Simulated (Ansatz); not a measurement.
Geometry optimisation, Ansatz, RKS PBE/def2-SVP.

Input file:

```yaml
crystal:
  periodic: [false, false, false]
  atoms:
    - { symbol: Al, position_ang: [0.0, 0.0, 0.0] }
    - { symbol: Cl, position_ang: [0.0, 0.0, 2.58] }
    - { symbol: F, position_ang: [1.4635, 0.0, -0.845] }
    - { symbol: F, position_ang: [-1.4635, 0.0, -0.845] }
    - { symbol: Si, position_ang: [0.1095, -2.4839, 0.8261] }
    - { symbol: H, position_ang: [-0.6805, -3.3291, -0.0645] }
    - { symbol: H, position_ang: [1.4971, -2.9379, 0.8228] }
    - { symbol: H, position_ang: [-0.427, -2.571, 2.1812] }
    - { symbol: H, position_ang: [0.0643, -1.4591, 2.1004] }
basis:
  gaussian: { orbitals: def2-SVP }
hamiltonian:
  xc: pbe
relax:
  f_tol: 0.15
  max_steps: 25
  restrain:
    - { distance: [0, 4], at: 3.52, k: 30.0 }
    - { distance: [8, 1], at: 2.57, k: 30.0 }
    - { distance: [0, 1], at: 2.23, k: 30.0 }
    - { distance: [8, 4], at: 1.46, k: 30.0 }
output:
  orbitals: {}
```

Launched with:

```bash
$ ansatz run input.yaml --threads 2 --pin off --max-ram 3072MiB --backend cpu --events-out ev --progress --plain --runs-dir out
```

Question: Where does it end, and by what steps?

Answer: It converged. The restraints hold the end off the free minimum. After 12 steps the energy has fallen by 2.980 eV (the restraints' own energy left out); H9 moved furthest, 0.96 Å. Parted: Al1–Si5 (2.62 → 3.51 Å).

| step | energy less start (eV) | largest force component (eV/Å) | accepted |
| --- | --- | --- | --- |
| 0 | 0.0000 | 3.529 | yes |
| 1 | 0.6333 | 2.972 | yes |
| 2 | 0.7682 | 2.661 | yes |
| 3 | 0.3557 | 2.970 | yes |
| 4 | -0.9438 | 1.936 | yes |
| 5 | -1.8449 | 1.608 | yes |
| 6 | -2.5539 | 1.332 | yes |
| 7 | -2.9054 | 1.308 | yes |
| 8 | -2.9595 | 1.153 | yes |
| 9 | -2.9801 | 1.365 | yes |
| 10 | -2.9501 | 1.185 | no |
| 11 | -2.9764 | 1.168 | yes |
| 12 | -2.9797 | 1.437 | yes |

```xyz
9
Properties=species:S:1:pos:R:3
Al -0.025 0.386 0.121
Cl 0.002 0.852 2.255
F 1.396 0.301 -0.742
F -1.472 0.354 -0.702
Si 0.135 -2.963 1.160
H -0.667 -3.511 0.019
H 1.582 -3.325 1.024
H -0.423 -3.395 2.482
H 0.036 -1.479 1.139
```

The run took 15 s on 2 threads of Intel(R) Xeon(R) 6975P-C (Granite Rapids), on a shared host, peak memory 0.17 GiB.
